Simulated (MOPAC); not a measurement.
MOPAC input (PM3):

```
PM3 PRECISE GNORM=0.05 LET XYZ UHF MS=0.5 GEO-OK AUX(PRECISION=9) THREADS=1
HN2

N    -0.05786200 1   -0.03195300 1   -0.51104200 1
N    -0.06063400 1   -0.00522100 1    0.65553300 1
H     0.82947200 1    0.26021600 1   -1.01143600 1
```

Output:

```
 *******************************************************************************
 **                                                                           **
 **                              MOPAC v23.2.5                                **
 **                                                                           **
 *******************************************************************************
 ** MOPAC's Digital Object Identifier: https://doi.org/10.5281/zenodo.6511958 **
 **                                                                           **
 ** Please cite the open-source release paper for use of this MOPAC version:  **
 ** J. E. Moussa and J. J. P. Stewart (2026)                                  **
 ** MOPAC: An open-source semiempirical molecular orbital program             **
 ** J. Open Source Softw., 11(119), 8025, https://doi.org/10.21105/joss.08025 **
 *******************************************************************************

                              PM3 CALCULATION RESULTS

 *******************************************************************************
 *  PM3        - The PM3 Hamiltonian to be used
 *  GEO-OK     - OVERRIDE INTERATOMIC DISTANCE AND OTHER SAFETY CHECKS
 *  UHF        - UNRESTRICTED HARTREE-FOCK CALCULATION
 *  MS=        - IN MECI, MAGNETIC COMPONENT OF SPIN =  0.5
 *  LET        - OVERRIDE SOME SAFETY CHECKS
 *  PRECISE    - TIGHTER CRITERIA TO BE USED
 *  XYZ        - CARTESIAN COORDINATE SYSTEM TO BE USED
 *  GNORM      - EXIT WHEN GRADIENT NORM DROPS BELOW 0.050
 *  AUX        - OUTPUT AUXILIARY INFORMATION
 *******************************************************************************
PM3 PRECISE GNORM=0.05 LET XYZ UHF MS=0.5 GEO-OK AUX(PRECISION=9) THREADS=1
 HN2

   ATOM   CHEMICAL          X               Y               Z
  NUMBER   SYMBOL      (ANGSTROMS)     (ANGSTROMS)     (ANGSTROMS)

     1       N         -0.05786200  *  -0.03195300  *  -0.51104200  *
     2       N         -0.06063400  *  -0.00522100  *   0.65553300  *
     3       H          0.82947200  *   0.26021600  *  -1.01143600  *

          CARTESIAN COORDINATES

    NO.       ATOM           X           Y           Z

     1         N         -0.0579     -0.0320     -0.5110
     2         N         -0.0606     -0.0052      0.6555
     3         H          0.8295      0.2602     -1.0114

  H: (PM3): J. J. P. STEWART, J. COMP. CHEM. 10, 209 (1989).
  N: (PM3): J. J. P. STEWART, J. COMP. CHEM. 10, 209 (1989).

           Empirical Formula: H N2  =     3 atoms

      MOLECULAR POINT GROUP   :   Cs

          UHF CALCULATION, NO. OF ALPHA ELECTRONS =    6
                           NO. OF BETA  ELECTRONS =    5

          Geometry optimization using EF

          DIAGONAL MATRIX USED AS START HESSIAN

 CYCLE:     1  GRAD.:    75.281 HEAT:  48.70931
 CYCLE:     2  GRAD.:   823.530 HEAT:  88.67815
 CYCLE:     3  GRAD.:   776.750 HEAT:  108.6164
 CYCLE:     4  GRAD.:   250.569 HEAT:  53.35076
 CYCLE:     5  GRAD.:   699.094 HEAT:  74.86431
 CYCLE:     6  GRAD.:    82.821 HEAT:  47.20442
 CYCLE:     7  GRAD.:    31.651 HEAT:  46.46974
 CYCLE:     8  GRAD.:    20.790 HEAT:  46.40325
 CYCLE:     9  GRAD.:     1.693 HEAT:  46.36244
 CYCLE:    10  GRAD.:     0.823 HEAT:  46.36167
 CYCLE:    11  GRAD.:     0.397 HEAT:  46.36147
 CYCLE:    12  GRAD.:     0.021 HEAT:  46.36139

     GRADIENT =  0.02120 IS LESS THAN CUTOFF =  0.05000

 -------------------------------------------------------------------------------
 PM3 PRECISE GNORM=0.05 LET XYZ UHF MS=0.5 GEO-OK AUX(PRECISION=9) THREADS=1
 HN2

     GEOMETRY OPTIMISED USING EIGENVECTOR FOLLOWING (EF).
     SCF FIELD WAS ACHIEVED

                              PM3 CALCULATION
                                                       MOPAC v23.2.5 Linux

          FINAL HEAT OF FORMATION =         46.36139 KCAL/MOL =     193.97607 KJ/MOL

          COSMO AREA              =         56.87 SQUARE ANGSTROMS
          COSMO VOLUME            =         38.67 CUBIC ANGSTROMS

          GRADIENT NORM           =          0.02120          =       0.01224 PER ATOM
          IONIZATION POTENTIAL    =          9.277185 EV
          ALPHA SOMO LUMO (EV)    =         -9.277  0.634
          BETA  SOMO LUMO (EV)    =        -13.219  0.109
          NO. OF ALPHA ELECTRONS  =          6
          NO. OF BETA  ELECTRONS  =          5
          MOLECULAR WEIGHT        =         29.0213         POINT GROUP:  Cs

          MOLECULAR DIMENSIONS (Angstroms)

            Atom       Atom       Distance
            H     3    N     2     1.92662
            N     2    N     1     0.47624
            H     3    N     1     0.00000

          SCF CALCULATIONS        =         13

   ATOM   CHEMICAL          X               Y               Z
  NUMBER   SYMBOL      (ANGSTROMS)     (ANGSTROMS)     (ANGSTROMS)

     1       N         -0.02095850  *  -0.01897680  *  -0.49708030  *
     2       N         -0.07911284  *  -0.01156679  *   0.65494043  *
     3       H          0.76078749  *   0.23549880  *  -1.06127420  *

                             CARTESIAN COORDINATES

   1    N       -0.020958497    -0.018976802    -0.497080298
   2    N       -0.079112837    -0.011566791     0.654940427
   3    H        0.760787488     0.235498795    -1.061274198

           Empirical Formula: H N2  =     3 atoms

      MOLECULAR POINT GROUP   :   Cs

          ALPHA EIGENVALUES
 -32.22197 -20.88276 -15.20322 -14.19535 -13.81909  -9.27718   0.63429   2.46827
   6.74644

           BETA EIGENVALUES
 -31.84134 -20.32858 -13.98459 -13.91962 -13.21861   0.10902   0.89074   3.41114
   7.31489

              NET ATOMIC CHARGES AND DIPOLE CONTRIBUTIONS

  ATOM NO.   TYPE          CHARGE      No. of ELECS.   s-Pop       p-Pop
    1          N           0.181057        4.8189     1.50116     3.31779
    2          N          -0.230086        5.2301     1.82162     3.40846
    3          H           0.049029        0.9510     0.95097
 DIPOLE           X         Y         Z       TOTAL
 POINT-CHG.     0.248     0.052    -1.406     1.429
 HYBRID         0.912     0.299    -0.557     1.110
 SUM            1.160     0.351    -1.963     2.307

          ATOMIC ORBITAL ELECTRON POPULATIONS

     Atom    s        px        py        pz
    1  N   1.50116   1.17012   1.06570   1.08197
    2  N   1.82162   1.25473   0.98647   1.16726
    3  H   0.95097

                    (SZ)    =    0.500000
                    (S**2)  =    0.755940

          ATOMIC ORBITAL SPIN POPULATIONS

    Atom   Total    s     px     py     pz
         Atomic
    1  N  0.1936  0.111  0.055 -0.009  0.037
    2  N  0.6277  0.007  0.527  0.080  0.014
    3  H  0.1787  0.179

 **********************
 *                    *
 * JOB ENDED NORMALLY *
 *                    *
 **********************

 == MOPAC DONE ==
```

The geometry given is a B3LYP-D3(BJ)/def2-TZVP minimum.
